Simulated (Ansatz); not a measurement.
`FC(Cl)Br` and `FC(Cl)C[SiH3]` differ in one atom or group.

Ansatz, PBE0-D4/def2-TZVP geometries, multiplicity 1. Each molecule was computed in one conformer, which needn't be the lowest.

Scalar relativity is left out up to krypton.

| property | `FC(Cl)Br` |
| --- | --- |
| HOMO–LUMO gap (ωB97M-V/def2-TZVPP) / eV | 12.07 |
| LUMO energy (ωB97M-V/def2-TZVPP) / eV | 1.22 |
| LUMO energy (PBE/def2-TZVPP) / eV | -1.94 |
| HOMO–LUMO gap (PBE0/def2-TZVPP) / eV | 7.68 |
| LUMO energy (B3LYP/def2-TZVPP) / eV | -1.22 |
| size of the dipole moment (PBE/def2-TZVPP) / D | 1.12 |

Question: Give the same properties after the change, and the shifts. (Best estimate.)

Answer: Computed: 
```tsv
property	`FC(Cl)C[SiH3]`	shift
HOMO–LUMO gap (ωB97M-V/def2-TZVPP) / eV	12.91	0.84
LUMO energy (ωB97M-V/def2-TZVPP) / eV	1.99	0.77
LUMO energy (PBE/def2-TZVPP) / eV	-0.67	1.27
HOMO–LUMO gap (PBE0/def2-TZVPP) / eV	9.01	1.33
LUMO energy (B3LYP/def2-TZVPP) / eV	0.09	1.31
size of the dipole moment (PBE/def2-TZVPP) / D	1.78	0.66
```

Dipoles are sizes alone; their direction can turn.

B3LYP here is the variant with VWN-RPA as its local correlation; programs differ in this.

Spin–orbit coupling is left out; it splits and shifts lone-pair levels of the heavy atoms by tenths of an eV.
